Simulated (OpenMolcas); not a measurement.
Computed levels of 4s2 4p3 in ions with 33 electrons, in cm-1 above 4S* 3/2.

```
Program             : OpenMolcas
Method              : RASSCF
Basis               : ANO-R2
Scalar Hamiltonian  : X2C, finite nucleus
Spin-orbit coupling : state interaction with AMFI integrals over the reference wave functions, term energies averaged over their components
```

Active space for each ion: 5 electrons in 9 orbitals (RAS2 4s 4p; RAS3 4d, at most 2 electrons).

```tsv
Level	Se+	Kr3+
2D* 3/2	16647	21393
2D* 5/2	17111	22750
2P* 1/2	26797	35398
2P* 3/2	27366	37147
```

Task: Estimate 2D* 3/2, 2D* 5/2 for Br2+ from its neighbours Se+ and Kr3+.

Result: 2D* 3/2 is another term, which grows about linearly with the charge: (16647 + 21393) / 2 = 19020. The calculation gives 19466, so the estimate is off by -2.3 %.
2D* 5/2 is another term, which grows about linearly with the charge: (17111 + 22750) / 2 = 19930. The calculation gives 20298, so the estimate is off by -1.8 %.

The run also gave levels led by 4s2 4p2 4d, which use shells meant for correlation; these and all levels above them are left out. Without dynamic correlation excited terms often stand tens of per cent too high (terms of higher spin than the ground term too low), and those without a measured partner can miss by more than the paired ones (holds for Se+). Levels of configurations outside the active space are missing.

* marks odd parity.
